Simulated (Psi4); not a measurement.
Dimer: SiH4 (SMILES [SiH4]) (first 5 atoms) with H2Se (SMILES [SeH2]); geometry from B3LYP-D3(BJ)/def2-TZVP, rigid monomers moved along the line of their centres of mass till Si1···Se6 is 7.00 Å.
(charge 0, multiplicity 1):
```tsv
atom	x (Å)	y (Å)	z (Å)
Si	0.1951	-0.0097	0.0356
H	-0.6141	-1.1760	0.4501
H	-0.4440	1.2378	0.5102
H	0.2729	0.0252	-1.4451
H	1.5616	-0.1160	0.5903
Se	-0.3539	0.0736	7.0140
H	0.0655	1.4756	6.8717
H	-1.7480	0.4254	6.7075
```

Level of theory: Psi4 1.11 with SAPT0/aug-cc-pVDZ.

Task: Which attractive term is largest, and how does the interaction split up?

Result: electrostatics -0.1, exchange 0.0, induction 0.0, dispersion -0.2, total -0.3 kJ/mol; the largest attraction is dispersion.
